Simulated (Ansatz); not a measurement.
Two isomers of C3H7NOSi: A = `C[SiH2]C1N=CO1`, B = `COC1=N[SiH]1C`.

Isolated molecules relaxed with PBE0-D4/def2-TZVP in Ansatz; ΔE leaves out vibrations. CBS: MP2 limit from def2 TZ/QZ plus the TZ coupled-cluster correction, frozen cores. DFT in def2-TZVPP. B3LYP here is the variant with VWN-RPA as its local correlation; programs differ in this. Each species was taken in one conformer, which may not be the lowest.

(1) Which is lower in electronic energy at CCSD(T)/CBS, and by how much? (An estimate is asked.)

(2) Give E(B) − E(A) in kcal/mol with r2SCAN-D4, HF/def2-TZVPP, B3LYP, MP2/def2-TZVPP, CCSD(T)/def2-TZVPP, CCSD/def2-TZVPP, ωB97M-V. (Best estimate.)

Largest T1 diagnostic: 0.014.

## Answers

(1) Ansatz gave: B, by 7.6 kcal/mol.

(2) Ansatz gave: r2SCAN-D4 -9.5, HF/def2-TZVPP -9.2, B3LYP -9.7, MP2/def2-TZVPP -8.2, CCSD(T)/def2-TZVPP -7.1, CCSD/def2-TZVPP -7.2, ωB97M-V -8.1. None reverses the order clearly.

In def2-TZVPP, CCSD(T) changes the Hartree–Fock value by +2.1 kcal/mol (the triples alone add +0.1 kcal/mol) and MP2 by +1.0 kcal/mol.
